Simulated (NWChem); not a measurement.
Species: C3H7FSi; SMILES C(/C=C\F)[SiH3]

```xyz
12

F      0.8378    -2.1317    -0.1126
C     -0.3523    -1.7921     0.3861
C     -0.9432    -0.6366     0.0881
C     -0.3609     0.4202    -0.7895
Si     0.3063     1.8958     0.1990
H     -0.7712    -2.5594     1.0427
H     -1.9156    -0.4576     0.5568
H     -1.1182     0.8058    -1.4932
H      0.4662     0.0119    -1.3916
H     -0.7813     2.4783     1.0454
H      0.8058     2.9565    -0.7308
H      1.4239     1.4601     1.0895
```
Atoms are numbered in this order, from 1.

Computed with NWChem. Pople sets run with spherical d functions. Coordinates come from a PBE0/def2-SVP optimisation. Not confirmed as a minimum by frequencies.

For level PBE0/6-31+G*:

| Property | Result |
|---|---|
| highest occupied level (eV) | -7.04 |
| orbital gap (eV) | 7.04 |
| dipole (D) | 1.37 |

What are these values for level PBE0/6-31G*?

The highest occupied level (eV) is -6.74 and the orbital gap (eV) is 7.47. The dipole (D) is 1.22.
